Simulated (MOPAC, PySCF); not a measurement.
Ligands exchanged one at a time, Ga CH3-H. All species are isolated molecules in the gas phase. Strings in code marks are SMILES.

Quantity: vertical ionisation energy (energy after one electron is removed minus that of the parent at the parent's geometry), in eV.

Level 1: ωB97X-D3(BJ)/def2-TZVP // B3LYP-D3(BJ)/def2-TZVP (PySCF)
Level 2: minus the HOMO energy of PM3 // B3LYP-D3(BJ)/def2-TZVP (MOPAC)
Level 3: minus the HOMO energy of ωB97X-D3(BJ)/def2-TZVP // B3LYP-D3(BJ)/def2-TZVP (PySCF)
Level 4: HF/6-31G* // B3LYP-D3(BJ)/def2-TZVP (PySCF)

| species | level 1 | level 2 | level 3 | level 4 |
|---|---|---|---|---|
| `[CH3][GaH2]` | 10.49 | 10.22 | 10.44 | 9.51 |
| `[GaH3]` | 11.46 | 11.85 | 11.11 | 10.71 |
| `[CH3][GaH][CH3]` | 9.96 | 9.38 | 10.04 | 9.05 |
